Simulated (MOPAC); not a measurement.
MOPAC input (PM7):

```
PM7 FORCE THERMO(298,298) PRECISE LET UHF MS=0.5 GEO-OK AUX(PRECISION=9) THREADS=1
HSe

Se    0.00000000 1    0.00000000 1   -0.03523134 1
H    -0.00000000 1    0.00000000 1    1.42585951 1
```

Which zero-point energy does it print?

3.32 kcal/mol, from the harmonic wavenumbers of PM7.
